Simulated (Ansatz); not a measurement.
The cluster ReO₂⁺, relaxed as a singlet with RKS PBE0-D4/def2-TZVP in Ansatz, starting from the GFN1-xTB geometry. Force threshold 0.02 eV/Å.

In the def2 sets Re takes a core potential; there is no spin–orbit coupling. The restricted singlet is unstable: a solution with broken spin symmetry lies lower. At PBE0-D4/def2-TZVP a triplet of charge 1 lies 0.43 eV below the restricted singlet, each at its own geometry. The structure comes from a short search, and lower isomers may exist.

Start:

```
atom   x (Å)   y (Å)   z (Å)
 Re1  -0.569  -0.334  -0.110
  O2  -0.396   1.196   0.447
  O3   0.965  -0.862  -0.337
```

```
step  energy (eV)  largest force component (eV/Å)  SCF passes
   1   -6211.6382                           0.450          35
   2   -6211.6411                           0.036          41
   3   -6211.6411                           0.005          41
```

Force components are those of the run's own axes.

End:

```tsv
atom	x (Å)	y (Å)	z (Å)
Re1	-0.577	-0.339	-0.112
O2	-0.389	1.193	0.446
O3	0.966	-0.854	-0.334
```

By distances, no bond broke or formed. The bond that changes most is Re1–O3, from 1.64 to 1.64 Å (atoms count from 1).

No frequencies were taken in this run, so the end may be a saddle point.

It took 2.3 s on 4 threads of Arm Neoverse V2 on a shared host.
